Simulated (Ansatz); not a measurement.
HfSi5 (the lowest singlet isomer of a short search) was relaxed with PBE0-D4 (def2-SVP) in Ansatz in these states: neutral quintet, neutral singlet, neutral triplet. The geometries follow in no particular order.

In the def2 sets Hf takes a core potential; there is no spin–orbit coupling.

A:

```xyz
6

Hf    1.2568   -1.4783   -0.6553
Si   -1.2083   -0.5969    0.0206
Si    0.3019   -1.1119    1.7862
Si    0.0855    0.5521   -1.7204
Si   -1.2647    1.7548   -0.0268
Si    0.8289    0.8802    0.5957
```

B:

```xyz
6

Hf   -1.9492    0.9309    0.3255
Si    0.0046   -1.4383   -0.2241
Si   -1.0446   -0.0813   -1.8722
Si    0.2182    0.3595    1.6981
Si    2.0556   -0.6830    0.7086
Si    0.7154    0.9123   -0.6359
```

C:

Cartesian coordinates in Å:
```
Hf -0.923 -1.579 0.762
Si -0.609 0.243 -1.122
Si -1.839 0.798 0.891
Si 1.228 -1.236 -0.481
Si 1.572 1.189 -1.060
Si 0.571 0.584 1.010
```

Q: Judge from the bond lengths which geometry belongs to which state (an estimate).

A: A is the neutral triplet (Hf1–Si2 2.704 Å, Si2–Si4 2.455 Å, Hf1–Si6 2.704 Å); B is the neutral quintet (Hf1–Si2 3.120 Å, Si2–Si4 2.641 Å, Hf1–Si6 2.833 Å); C is the neutral singlet (Hf1–Si2 2.640 Å, Si2–Si4 2.443 Å, Hf1–Si6 2.640 Å).
